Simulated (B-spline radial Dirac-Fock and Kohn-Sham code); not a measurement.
## Satellites and hypersatellites of the K lines of Ge⁺

System: the Ge⁺ ion in the configuration [Ar] 3d10 4s1 4p2 (an excited configuration).

These are calculated numbers from a B-spline atomic structure program; the model is Dirac-Fock (average of configuration) total-energy differences with a finite nucleus, the Breit interaction including its frequency dependence, and self-energy and vacuum-polarisation corrections. Each two-hole energy is an average over J within one jj subconfiguration, not an observable level; in light atoms, where LS coupling holds, the j-resolved values are not observed lines, and for a K spectator the Kα1 hypersatellite is nearly forbidden. Correlation energy is missing from these numbers.

Lines without a spectator: Kα2 (K-L2) 9854.4 eV, Kα1 (K-L3) 9885.7 eV, Kβ3 (K-M2) 10975.3 eV, Kβ1 (K-M3) 10979.6 eV. Shifts in eV with one spectator hole (a dash: not computed, or left out as unreliable):

```
spectator hole     Kα2     Kα1     Kβ3     Kβ1
        K (1s)  +342.6  +346.7  +428.6  +429.3
    L2 (2p1/2)   +33.3   +41.0       –   +89.4
    L3 (2p3/2)   +36.9   +35.6   +85.0       –
    M2 (3p1/2)       –   +3.10   +6.32   +8.47
    M3 (3p3/2)   +2.69       –   +7.77   +7.30
    M4 (3d3/2)   -0.25   -1.34       –       –
    M5 (3d5/2)   -1.45   -0.74       –       –
```
